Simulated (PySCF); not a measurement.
**Shieldings and the share of exact exchange**

Molecule: `FC1C[Se]C1`, C3H5FSe.

Structure with atom numbers: `[F:1][CH:2]1[CH2:3][Se:4][CH2:5]1`; H(Xn) means a hydrogen on atom n. Ha(C3), Ha(C5) are cis to F1 on the ring; Hb(C3), Hb(C5) are trans to F1 on the ring.

GIAO shieldings (ppm, equivalent atoms averaged) in PySCF 2.14 on the PBE0-D3(BJ)/def2-SVP geometry, basis pcSseg-2, gas phase, non-relativistic:

| functional | exact exchange (%) | σ(F1) | σ(C2) | σ(C3/C5) |
| --- | --- | --- | --- | --- |
| BLYP | 0 | 286.8 | 84.4 | 133.1 |
| BP86 | 0 | 290.6 | 90.4 | 138.2 |
| PBE | 0 | 288.2 | 90.5 | 138.7 |
| B3LYP | 20 | 307.1 | 91.2 | 139.2 |
| mPW1PW91 | 25 | 313.9 | 97.6 | 144.8 |
| BHandHLYP | 50 | 329.9 | 100.0 | 146.7 |
| HF | 100 | 360.4 | 114.0 | 157.9 |

Question: Fit each shielding as a line in the percentage of exact exchange.

Answer: σ(F1) = 290.7 + 0.73 x (rms 3.1 ppm); σ(C2) = 88.4 + 0.25 x (rms 2.4 ppm); σ(C3/C5) = 136.8 + 0.21 x (rms 2.1 ppm). The functionals also differ in their semilocal parts, which the line can't hold; Hartree–Fock has no correlation at all.

Question: What does the line predict for PBE0 (25 %), and what does the run give?

Answer: σ(F1): 308.9 predicted, 312.6 computed; σ(C2): 94.7 predicted, 98.3 computed; σ(C3/C5): 142.1 predicted, 145.6 computed ppm.
